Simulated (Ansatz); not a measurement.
Geometry optimisation, RKS PBE/def2-SVP in Ansatz 0.2.0.

The input (input.yaml):

```yaml
crystal:
  periodic: [false, false, false]
  atoms:
    - { symbol: C, position_ang: [-1.7777, 0.3727, -1.3656] }
    - { symbol: B, position_ang: [-0.7013, -0.6471, -1.0408] }
    - { symbol: "N", position_ang: [-0.5545, -1.1323, 0.3772] }
    - { symbol: Si, position_ang: [-2.20878, -1.92824, 0.85413] }
    - { symbol: C, position_ang: [-2.33668, -3.51794, -0.07473] }
    - { symbol: H, position_ang: [-2.819, 0.0175, -1.1095] }
    - { symbol: H, position_ang: [-1.6178, 1.3481, -0.7935] }
    - { symbol: H, position_ang: [-1.7678, 0.6685, -2.4685] }
    - { symbol: H, position_ang: [0.0017, -1.0403, -1.8615] }
    - { symbol: H, position_ang: [-0.4698, -0.31174, 1.01579] }
    - { symbol: H, position_ang: [-2.11838, -2.1994, 2.30928] }
    - { symbol: H, position_ang: [-3.27784, -1.04328, 0.54503] }
    - { symbol: H, position_ang: [-1.42911, -4.20476, 0.1283] }
    - { symbol: H, position_ang: [-3.2465, -4.04378, 0.2539] }
    - { symbol: H, position_ang: [-2.36369, -3.33157, -1.14557] }
basis:
  gaussian: { orbitals: def2-SVP }
hamiltonian:
  xc: pbe
relax:
  f_tol: 0.015
  max_steps: 40
output:
  orbitals: {}
```

Run as:

```bash
$ ansatz run input.yaml --threads 2 --pin off --max-ram 3072MiB --backend cpu --events-out ev --progress --plain --runs-dir out
```

Q: Where does it end, and by what steps?

A: It converged. The force dipped under the threshold on the way, but the program's further checks kept it going. After 32 steps the energy has fallen by 1.754 eV; H6 moved furthest, 1.97 Å.

```
step  energy less start (eV)  largest force component (eV/Å)  accepted
   0                  0.0000                           3.321       yes
   2                 -0.7726                           0.556       yes
   4                 -1.0452                           0.464       yes
   6                 -1.3262                           0.333       yes
   8                 -1.5467                           0.585       yes
  10                 -1.6988                           0.200       yes
  12                 -1.7245                           0.309       yes
  14                 -1.7254                           0.847        no
  16                 -1.7509                           0.028       yes
  18                 -1.7515                           0.018       yes
  20                 -1.7518                           0.012       yes
  22                 -1.7522                           0.046       yes
  24                 -1.7528                           0.031       yes
  26                 -1.7535                           0.046       yes
  28                 -1.7540                           0.017       yes
  30                 -1.7542                           0.029       yes
  32                 -1.7543                           0.011       yes
```

```xyz
15
Properties=species:S:1:pos:R:3
C -1.174 0.873 -1.656
B -1.511 -0.551 -1.062
N -1.793 -0.763 0.309
Si -2.192 -2.275 1.156
C -2.181 -3.743 -0.015
H -1.905 1.136 -2.452
H -1.162 1.699 -0.914
H -0.186 0.852 -2.166
H -1.537 -1.526 -1.802
H -1.763 0.074 0.905
H -1.196 -2.480 2.271
H -3.546 -2.127 1.806
H -1.185 -3.877 -0.483
H -2.427 -4.665 0.550
H -2.928 -3.620 -0.824
```

The run took 88 s on 2 threads of Arm Neoverse V2, on a shared host, peak memory 0.16 GiB.
